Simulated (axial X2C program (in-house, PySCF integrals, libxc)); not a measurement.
# Worked dissociation energy of TaP⁻: TPSSh, scalar-relativistic

Calculated with an in-house all-electron X2C program for linear molecules (integrals from PySCF). Spin-free means the one-electron spin-free X2C Hamiltonian. Basis: Ta dyall-acv3z [14s15p10d7f4g], P dyall-av3z [9s8p3d2f] (cores contracted in-house); Gaussian nuclei, density fitting, unrestricted open shells. Masses: Ta 180.948 u, P 30.974 u.

Molecular state: M_S = 1/2, Λ = 2 (beyond evenly filled blocks: δ+α).

- E(Ta) (2M_S = 3, M_L = 0): -15604.886773 hartree
- E(P-) (2M_S = 2, M_L = 0): -342.142360 hartree
- E(TaP⁻) at Re: -15947.213067 hartree
- ωe: 519.2 cm⁻¹
- ωexe: 1.42 cm⁻¹

(1) Work out De and D0.

Occupations by symmetry block were frozen at the best pattern of an incomplete PBE0 search. Dissociation energies refer to the lowest single-determinant-based atoms at the same level and basis. Other states lie close and PBE0, whose exact exchange favours high spin, may order them wrongly; the determinant shown need not be the ground state. The nearest other spin-free determinant of the search, M_S = 3/2, Λ = 0, lies 0.34 eV up at the distance of the search. Without a current term, density functionals place determinants with orbital angular momentum somewhat too high. The highest occupied level of some functionals is positive through self-interaction error; at Hartree–Fock it is bound. The determinant is spin-polarised beyond a pure state at some levels (its spin-free form has ⟨S²⟩ too high), which makes Re and μ there less reliable.

Each atomic determinant is the lowest at this level and need not be a pure term. Totals compare only within one Hamiltonian and basis.

## Answers

(1) De = -15604.886773 + (-342.142360) − (-15947.213067) = 0.18393 hartree = 5.005 eV. The zero-point energy is ωe/2 − ωexe/4 = 259 cm⁻¹ = 0.032 eV, so D0 = 4.973 eV.
